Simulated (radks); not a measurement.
Task: K VII, configuration [He] 2s1 2p6 3s2 3p2 (not the ground configuration). All-electron calculation, scalar-relativistic Kohn-Sham, r2SCAN, spin-polarised, spherical densities, finite nucleus; open shells are filled with parallel spins first; meta-GGA in the generalised Kohn-Sham scheme; Fermi nuclear charge, rms radius 3.4349 fm. Program: a radial shooting solver on a logarithmic mesh with Libxc functionals. Some entries of the table are withheld. Estimate them.

| orbital | occ. | eigenvalue (eV) | r(max) (bohr) | <r^2> (bohr^2) |
|---|---|---|---|---|
| 1s up | 1 | -3698.906 | 0.05299 | 0.008825 |
| 1s down | 1 | -3694.783 | 0.05303 | 0.008831 |
| 2s up | 1 | -498.9763 | (1) | 0.1691 |
| 2s down | 0 | -491.1492 | (2) | 0.1696 |
| 2p up | 3 | -426.1832 | 0.2585 | 0.1422 |
| 2p down | 3 | -418.9944 | 0.2583 | 0.1424 |
| 3s up | 1 | -136.2767 | 0.9729 | 1.310 |
| 3s down | 1 | -130.0518 | 0.9772 | 1.339 |
| 3p up | 2 | -116.0676 | 0.9902 | (3) |
| 3p down | 0 | -110.2273 | 0.9943 | (4) |

Result: 
(1) 2s up r(max) (bohr): 0.3138
(2) 2s down r(max) (bohr): 0.3142
(3) 3p up <r^2> (bohr^2): 1.401
(4) 3p down <r^2> (bohr^2): 1.435
